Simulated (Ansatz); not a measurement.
```xyz
10

C     0.0000    0.0034   -0.6692
C     0.0000   -0.0034    0.6692
C     0.0000    1.0250   -1.3597
C     0.0000   -1.0250    1.3597
H     0.0000   -0.8986   -1.1219
H     0.0000    0.8986    1.1219
H     0.0000    0.9821   -2.3639
H     0.0000    1.9402   -0.9394
H     0.0000   -0.9821    2.3639
H     0.0000   -1.9402    0.9394
```

Basis set: 6-31G* (spherical functions). Left uncorrelated: 4 orbitals. Charge 0, multiplicity 1.

Computed with Ansatz (development build ahead of 0.2.0); each method stands on the lowest determinant of its kind that the runs found. Restricted open shells among the atoms or ions are ROHF, correlated in semicanonical orbitals with singles.

Give the atomization energy at this shape (free ground-state atoms in the same class of orbitals less the molecule, no zero-point energy) of singlet C₄H₆ by RHF-MP2, RHF.

```csv
method,atomization energy
RHF-MP2,38.72 eV
RHF,31.47 eV
```

Caution: no unrestricted run beside it, a lower state can exist; the shape is not the minimum.
